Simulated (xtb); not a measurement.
S8, charge -1, sextet, at the geometry of the source list (a state made from the parent by changing its charge; the spin is typed, not shown lowest); GFN0-xTB in xtb.

The xtb input:
```
$ xtb mol.xyz --gfn 0 --chrg -1 --uhf 5 --json

# file mol.xyz
8

S      1.75900000    -1.78430000     0.07990000
S      1.53220000    -0.05360000     1.13450000
S      1.91110000     1.62190000     0.03530000
S      0.12080000     2.06780000    -0.96920000
S     -1.36750000     1.78240000     0.41160000
S     -2.37000000     0.10280000    -0.23390000
S     -1.52050000    -1.64200000     0.45650000
S     -0.06520000    -2.09500000    -0.91460000
```

Write the output that xtb gives for this input, abridged.


```
   ID    Z sym.   atoms
    1   16 S      1-8

           -------------------------------------------------
          |                Calculation Setup                |
           -------------------------------------------------

           -------------------------------------------------
          |                 G F N 0 - x T B                 |
           -------------------------------------------------

          ...................................................
          :                      SETUP                      :
          :.................................................:
          :  # basis functions                  80          :
          :  # atomic orbitals                  72          :
          :  # shells                           24          :
          :  # electrons                        49          :
          :  electronic temp.          300.0000000     K    :
          :  accuracy                    1.0000000          :
          :  -> integral cutoff          0.2500000E+02      :
          :  -> integral neglect         0.1000000E-07      :
          ...................................................

         :::::::::::::::::::::::::::::::::::::::::::::::::::::
         ::                     SUMMARY                     ::
         :::::::::::::::::::::::::::::::::::::::::::::::::::::
         :: total energy             -27.334250547757 Eh    ::
         :: gradient norm              0.108442194685 Eh/a0 ::
         :: HOMO-LUMO gap              0.337166839963 eV    ::
         ::.................................................::
         :: H0 energy                -26.209149601505 Eh    ::
         :: repulsion energy           0.039835899986 Eh    ::
         :: electrostat energy        -1.157273810189 Eh    ::
         :: -> Gsolv                   0.000000000000 Eh    ::
         ::    -> Gsasa                0.000000000000 Eh    ::
         ::    -> Gshift               0.000000000000 Eh    ::
         :: dispersion energy         -0.007663036048 Eh    ::
         :: short-range corr.          0.000000000000 Eh    ::
         :: add. restraining           0.000000000000 Eh    ::
         :: total charge              -1.000000000000 e     ::
         :::::::::::::::::::::::::::::::::::::::::::::::::::::

           -------------------------------------------------
          |                Property Printout                |
           -------------------------------------------------

    * Orbital Energies and Occupations

         #    Occupation            Energy/Eh            Energy/eV
      -------------------------------------------------------------
         1        2.0000           -0.7535189             -20.5043
       ...           ...                  ...                  ...
        15        2.0000           -0.4733311             -12.8800
        16        2.0000           -0.4649011             -12.6506
        17        2.0000           -0.4370788             -11.8935
        18        2.0000           -0.4272203             -11.6253
        19        2.0000           -0.4141846             -11.2705
        20        2.0000           -0.4072153             -11.0809
        21        2.0000           -0.4017475             -10.9321
        22        1.6835           -0.3917235             -10.6593
        23        1.3165           -0.3902605             -10.6195
        24        1.0000           -0.3724571             -10.1351
        25        1.0000           -0.2674801              -7.2785
        26        1.0000           -0.2640823              -7.1860
        27        0.9985           -0.2594331              -7.0595 (HOMO)
        28        0.0014           -0.2470424              -6.7224 (LUMO)
        29        0.0001           -0.2442261              -6.6457
        30                         -0.2325835              -6.3289
        31                         -0.2325313              -6.3275
        32                         -0.2192780              -5.9669
        33                         -0.0409248              -1.1136
        34                         -0.0400311              -1.0893
        35                         -0.0344115              -0.9364
        36                         -0.0329917              -0.8977
        37                         -0.0323770              -0.8810
        38                         -0.0304582              -0.8288
       ...                                ...                  ...
        72                          0.7188058              19.5597
      -------------------------------------------------------------
                  HL-Gap            0.0123907 Eh            0.3372 eV
             Fermi-level            0.0000000 Eh            0.0000 eV

     #   Z          covCN         q      C6AA      α(0)
     1  16 S        1.965    -0.146   144.564    20.272
     2  16 S        1.978    -0.091   142.227    20.107
     3  16 S        1.965    -0.146   144.564    20.272
     4  16 S        1.979    -0.121   143.496    20.197
     5  16 S        1.967    -0.124   143.618    20.206
     6  16 S        1.988    -0.128   143.818    20.220
     7  16 S        1.967    -0.124   143.618    20.206
     8  16 S        1.979    -0.121   143.496    20.197

 Mol. C6AA /au·bohr⁶  :       9195.156025
 Mol. C8AA /au·bohr⁸  :     450481.727863
 Mol. α(0) /au        :        161.676480

Wiberg/Mayer (AO) data.
largest (>0.10) Wiberg bond orders for each atom

 ---------------------------------------------------------------------------
     #   Z sym  total        # sym  WBO       # sym  WBO       # sym  WBO
 ---------------------------------------------------------------------------
     1  16 S    2.868 --     8 S    1.154     2 S    1.110     7 S    0.175
                             3 S    0.141     4 S    0.108     6 S    0.107
     2  16 S    2.792 --     1 S    1.110     3 S    1.110     4 S    0.143
                             8 S    0.143     5 S    0.102     7 S    0.102
     3  16 S    2.868 --     4 S    1.154     2 S    1.110     5 S    0.175
                             1 S    0.141     8 S    0.108     6 S    0.107
     4  16 S    2.873 --     3 S    1.154     5 S    1.121     8 S    0.143
                             2 S    0.143     6 S    0.109     1 S    0.108
     5  16 S    2.784 --     4 S    1.121     6 S    1.080     3 S    0.175
                             7 S    0.138     2 S    0.102
     6  16 S    2.672 --     7 S    1.080     5 S    1.080     8 S    0.109
                             4 S    0.109     1 S    0.107     3 S    0.107
     7  16 S    2.784 --     8 S    1.121     6 S    1.080     1 S    0.175
                             5 S    0.138     2 S    0.102
     8  16 S    2.873 --     1 S    1.154     7 S    1.121     4 S    0.143
                             2 S    0.143     6 S    0.109     3 S    0.108
 ---------------------------------------------------------------------------

Topologies differ in total number of bonds
Writing topology from bond orders to xtbtopo.mol

 dipole moment from electron density (au)
     X       Y       Z
   0.7173  -0.0327  -0.0951  total (Debye):    1.841

           -------------------------------------------------
          | TOTAL ENERGY              -27.334250547757 Eh   |
          | GRADIENT NORM               0.108442194685 Eh/α |
          | HOMO-LUMO GAP               0.337166839963 eV   |
           -------------------------------------------------

normal termination of xtb
```
